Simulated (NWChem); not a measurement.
CH₆F₂Si₂; SMILES [SiH2](C)[SiH](F)F

```xyz
11

Si    -0.0109    -0.9887    -0.3907
F     -1.2820    -1.4341     0.5160
F      1.3150    -1.4280     0.4372
Si    -0.0215     1.3417    -0.6002
C      0.0341     2.1351     1.1050
H     -0.0468    -1.8031    -1.6355
H      1.1627     1.7360    -1.4267
H     -1.2586     1.7331    -1.3468
H      0.9414     1.8237     1.6442
H      0.0360     3.2326     1.0250
H     -0.8406     1.8309     1.6993
```
Atoms are numbered in this order, from 1.

Results from NWChem. All runs use the structure optimised with PBE0/def2-SVP. Level: M06-2X/def2-SVP with SMD (1 M gas to 1 M solution), gas-phase geometry. Reactions with the solvent are ignored.

Q: Among these, which solvent gives the lowest value of “dipole in solution (D)”?
A. n-hexane
B. 1-octanol
C. ethylene glycol
D. water

A: A, n-hexane. Values: n-hexane 2.01; 1-octanol 2.16; ethylene glycol 2.19; water 2.20
